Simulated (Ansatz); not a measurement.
Molecule: LaF3, net charge 0, singlet state. 
Coordinates optimised at B3LYP-D3(BJ)/def2-TZVP (Ansatz, a quantum-chemistry and plane-wave program):
```xyz
4

La    -0.0282     0.0580     0.1369
F     -1.7451    -1.2110    -0.1995
F      0.0791     1.8214    -1.1080
F      1.8444    -0.9775     0.4408
```

Dipole moments at this geometry, in debye (magnitudes).

| level | program | dipole (D) |
|---|---|---|
| SVWN5/def2-TZVPD | Ansatz | 3.79 |
| BLYP/def2-TZVPD | Ansatz | 3.87 |
| r2SCAN/def2-TZVPD | Ansatz | 3.94 |
| B3LYP/def2-TZVPD | Ansatz | 4.01 |
| r2SCANh/def2-TZVPD | Ansatz | 4.00 |
| HSE06/def2-TZVPD | Ansatz | 4.00 |
| LC-wPBE/def2-TZVPD | Ansatz | 4.12 |
| wB97M-V/def2-TZVPD | Ansatz | 4.10 |
| CCSD(T)/def2-SVPD | Ansatz | (withheld) |

### Question
Some entries are withheld; supply them.

### Answer

- CCSD(T)/def2-SVPD, dipole (D): 4.24
